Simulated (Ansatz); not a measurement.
Mulliken charges of BrH$_{6}$NSi$_{2}$, SMILES `N[SiH]([SiH3])Br` from r2SCAN/def2-TZVPP in Ansatz (PBE0-D4/def2-TZVP geometry).

```json
{"atom": "N1", "x (Å)": "-0.486", "y (Å)": "1.722", "z (Å)": "0.104", "charge (e)": "-0.431"}
{"atom": "Si2", "x (Å)": "-0.489", "y (Å)": "0.106", "z (Å)": "0.653", "charge (e)": "0.452"}
{"atom": "Si3", "x (Å)": "1.071", "y (Å)": "-1.148", "z (Å)": "-0.551", "charge (e)": "0.172"}
{"atom": "Br4", "x (Å)": "-2.454", "y (Å)": "-0.972", "z (Å)": "0.392", "charge (e)": "-0.264"}
{"atom": "H5", "x (Å)": "-0.524", "y (Å)": "1.921", "z (Å)": "-0.883", "charge (e)": "0.158"}
{"atom": "H6", "x (Å)": "-0.966", "y (Å)": "2.433", "z (Å)": "0.634", "charge (e)": "0.158"}
{"atom": "H7", "x (Å)": "-0.266", "y (Å)": "0.138", "z (Å)": "2.117", "charge (e)": "-0.075"}
{"atom": "H8", "x (Å)": "0.972", "y (Å)": "-2.579", "z (Å)": "-0.164", "charge (e)": "-0.050"}
{"atom": "H9", "x (Å)": "0.770", "y (Å)": "-1.011", "z (Å)": "-2.002", "charge (e)": "-0.058"}
{"atom": "H10", "x (Å)": "2.454", "y (Å)": "-0.661", "z (Å)": "-0.297", "charge (e)": "-0.062"}
```

**Question.** By hand: the dipole of these point charges (1 e Å = 4.8032 D).

**Answer.** Σ q r = (0.360, 0.271, -0.003) e Å, of length 0.451 e Å = 2.17 D.

**Question.** How does the dipole of the full density compare? (Best estimate.)

**Answer.** Computed: (0.169, 0.396, -0.086) e Å, 2.11 D; the point charges give 1.03 times that, at 32° from its direction.

Point charges leave out the atoms' own dipoles, such as those of lone pairs, and Mulliken's split depends on the basis, so the two needn't agree.
